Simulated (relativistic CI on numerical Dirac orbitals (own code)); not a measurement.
Level scheme of Ho XXVII

Calculated at this level of theory: Dirac-Coulomb-Breit CI, KLI orbitals optimised for each configuration, model QED (radiative potential, 1s self-energy scaled to tabulated hydrogen-like ionisation energies), unscaled Slater integrals (own radial code, finite nucleus).

Configuration list (outside the closed core [Ar] 3d10): 4s2 4p6 4d5, 4s2 4p5 4d6, 4s2 4p6 4d4 4f, 4s 4p6 4d6, 4s2 4p5 4d5 4f, 4s 4p6 4d5 4f, 4s2 4p6 4d4 5s, 4s2 4p6 4d4 5p, 4s2 4p6 4d3 4f 5s, 4s2 4p6 4d4 5d, 4s2 4p5 4d5 5s, 4s2 4p6 4d3 5s 5p, 4s2 4p6 4d4 5f, 4s2 4p6 4d4 5g, 4p6 4d6 4f, 4s2 4p6 4d4 6s, 4s2 4p6 4d4 6p, 4s 4p6 4d5 5p, 4p6 4d7, 4p5 4d8, 4p5 4d7 4f, 4s2 4p6 4d3 5s2, 4s2 4p6 4d2 4f 5s2, 4s2 4p5 4d3 4f 5s2, 4s 4p6 4d3 4f 5s2. Double excitations out of closed p, d and f shells are left out; levels of such configurations are missing from the list, as are those of other unlisted configurations, and high levels can miss mixing partners. These lack a partner that the ground configuration has and come out too high: 4s2 4p5 4d5 5s.

The lowest level is 4s2 4p6 4d5 6S_5/2, with 41 % of that term; Hund's rules for 4s2 4p6 4d5 give 6S with J = 5/2, in agreement.

| No. | Configuration | Term | J | E (eV) | % | Landé g | Lifetime (s) |
| --- | --- | --- | --- | --- | --- | --- | --- |
| 1 | 4s2 4p6 4d5 | 6S | 5/2 | 0.0000 | 41 | 1.622 |  |
| 2 | 4s2 4p6 4d5 | 6S | 5/2 | 6.5554 | 30 | 1.203 | 1.99e-04 |
| 3 | 4s2 4p6 4d5 | 4G | 7/2 | 10.5986 | 44 | 1.139 | 3.44e-04 |
| 4 | 4s2 4p6 4d5 | 4G | 11/2 | 11.1452 | 48 | 1.146 |  |
| 5 | 4s2 4p6 4d5 | 4D | 3/2 | 11.2038 | 45 | 1.252 | 9.65e-05 |
| 6 | 4s2 4p6 4d5 | 4G | 9/2 | 12.3850 | 52 | 1.153 | 1.53e-02 |
| 7 | 4s2 4p6 4d5 | 4D | 5/2 | 12.9524 | 37 | 1.132 | 2.94e-04 |
| 8 | 4s2 4p6 4d5 | 4P | 1/2 | 13.9056 | 52 | 1.758 | 2.65e-03 |
| 9 | 4s2 4p6 4d5 | 2F | 7/2 | 15.3539 | 31 | 1.127 | 1.21e-03 |
| 10 | 4s2 4p6 4d5 | 2D | 5/2 | 17.3144 | 37 | 1.216 | 6.41e-05 |
| 11 | 4s2 4p6 4d5 | 4D | 7/2 | 18.8346 | 47 | 1.210 | 1.44e-04 |
| 12 | 4s2 4p6 4d5 | 2I | 11/2 | 19.0241 | 56 | 1.063 | 1.95e-04 |
| 13 | 4s2 4p6 4d5 | 2D | 3/2 | 19.4271 | 50 | 0.798 | 3.05e-04 |
| 14 | 4s2 4p6 4d5 | 2G | 9/2 | 20.0773 | 44 | 1.144 | 2.00e-04 |
| 15 | 4s2 4p6 4d5 | 4D | 1/2 | 20.6938 | 70 | 0.706 | 1.08e-04 |
| 16 | 4s2 4p6 4d5 | 2I | 13/2 | 20.8127 | 99 | 1.074 | 9.15e-04 |
| 17 | 4s2 4p6 4d5 | 4P | 3/2 | 21.7954 | 52 | 1.201 | 4.83e-05 |
| 18 | 4s2 4p6 4d5 | 2F | 5/2 | 22.1961 | 42 | 1.013 | 9.55e-05 |
| 19 | 4s2 4p6 4d5 | 2H | 9/2 | 24.3600 | 51 | 1.109 | 6.56e-05 |
| 20 | 4s2 4p6 4d5 | 2G | 7/2 | 24.7409 | 61 | 0.989 | 2.90e-04 |
| 21 | 4s2 4p6 4d5 | 4F | 5/2 | 25.6073 | 57 | 1.038 | 7.14e-05 |
| 22 | 4s2 4p6 4d5 | 2D | 3/2 | 26.4808 | 83 | 0.807 | 1.80e-04 |
| 23 | 4s2 4p6 4d5 | 2F | 7/2 | 27.8335 | 47 | 1.062 | 1.02e-04 |
| 24 | 4s2 4p6 4d5 | 2S | 1/2 | 27.9154 | 50 | 1.882 | 7.32e-05 |
| 25 | 4s2 4p6 4d5 | 4P | 5/2 | 28.9511 | 35 | 1.227 | 2.90e-05 |
| 26 | 4s2 4p6 4d5 | 2G | 9/2 | 30.0981 | 60 | 1.105 | 1.58e-04 |
| 27 | 4s2 4p6 4d5 | 4F | 7/2 | 31.7158 | 36 | 1.197 | 4.32e-05 |
| 28 | 4s2 4p6 4d5 | 2H | 11/2 | 32.3898 | 62 | 1.070 | 4.74e-05 |
| 29 | 4s2 4p6 4d5 | 2D | 3/2 | 33.5334 | 54 | 0.890 | 3.35e-05 |
| 30 | 4s2 4p6 4d5 | 2D | 5/2 | 35.2276 | 64 | 1.130 | 4.75e-05 |

Energies count from the lowest computed level; lifetimes are radiative, by E1, M1, E2, M2, E3 decay to levels of this space only; some are left blank where a channel outside the calculation adds to the decay or the decay crosses a small, uncertain gap.

The mean weight of the leading LS term, summed over parents, in these 30 levels is 51 %, and that of the leading jj configuration (from the same eigenvectors) 82 %, so jj coupling describes them better and the LS labels are nominal.

At this charge energies of transitions that change n are usually good to better than 1 %, and those within a shell (Δn = 0) to a few per cent. Terms inside the open d or f shell come out 10 to 20 % too wide with unscaled integrals.

LS names give the leading component of a level, which can be under half, so a name can repeat, a term be missing and a line seem to break the LS rules.
